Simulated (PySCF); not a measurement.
Continuum solvent and chemical shifts

Mapped SMILES: `[F:1][C:2]([F:3])([F:4])[O:5][c:6]1[cH:7][cH:8][c:9]([SH:10])[cH:11][cH:12]1`. Hydrogens are named by the atom that carries them.

GIAO PBE0/pcSseg-1 in PySCF 2.14 on one PBE0-D3(BJ)/def2-SVP conformer, non-relativistic, equivalent nuclei averaged. Solvents enter as an IEF-PCM continuum (acetone with ε = 20.5, acetonitrile with ε = 35.7) around the gas-phase geometry. Shifts are referred to CFCl3, TMS, CS2 computed in the same medium.

In acetone, δ in ppm: F1/F3/F4 -69.2, C6 152.5, C9 138.8, C8/C11 134.3, C2 127.7, C7/C12 123.1, S10 -24.7, H(C8)/H(C11) 7.46, H(C7)/H(C12) 7.32, H(S10) 4.48. Dipole moment 2.41 D.

Q: How does each δ change in the more polar medium?

A: 
```tsv
atoms	environment	Δδ, acetonitrile
F1/F3/F4	fluorine of an OCF3 group	+0.1
C6	aromatic carbon bearing oxygen	0.0
C9	aromatic carbon bearing sulfur	0.0
C8/C11	aromatic CH	+0.1
C2	CF3 carbon	0.0
C7/C12	aromatic CH	0.0
S10	thiol sulfur	-0.7
H(C8)/H(C11)	hydrogen on an aromatic CH	+0.01
H(C7)/H(C12)	hydrogen on an aromatic CH	+0.01
H(S10)	hydrogen on a thiol sulfur	+0.04
```

Changes are relative to acetone. The dipole moment becomes 2.43 D in acetonitrile.

Q: Which nuclei move most (in ppm), and what does the model miss?

A: S10 (thiol sulfur, -0.7 ppm) in acetonitrile. A continuum only polarises the solute; specific hydrogen bonds, the anisotropy of aromatic solvents and changes of geometry or conformer are outside it.
